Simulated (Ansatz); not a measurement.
FI$_{3}$Sn, SMILES `[F][Sn]([I])([I])[I]`. The species carries charge 0 and has multiplicity 1. Sn, I takes the def2 core potential.

```tsv
atom	x (Å)	y (Å)	z (Å)
F1	-1.466	-0.465	1.219
Sn2	-0.041	-0.013	0.034
I3	2.142	0.092	1.528
I4	0.046	-1.948	-1.770
I5	-0.680	2.333	-1.011
```

What are the harmonic wavenumbers in cm⁻¹ at PBE0-D4/def2-TZVP (Ansatz, finite differences of forces, unscaled)? (Estimate.)

Ansatz gave: 49, 49, 70, 129, 129, 170, 235, 235, 626.

Is this a minimum?

Yes, all 9 modes are real.

Give the ideal-gas thermochemistry at 298.15 K and 1 bar (rigid rotor, harmonic oscillator; point group C3v, symmetry number 3).

Zero-point energy 10.1 kJ/mol; H(298) − E = 34.7 kJ/mol; entropy 428.8 J/(mol·K), of which translation 186.8, rotation 132.0, vibration 109.9; G(298) − E = -93.1 kJ/mol. Modes under 100 cm⁻¹ are hindered rotations or soft bends, so the harmonic entropy is rough.

Rotational constants (cm⁻¹)?

0.01211, 0.01211, 0.006837.
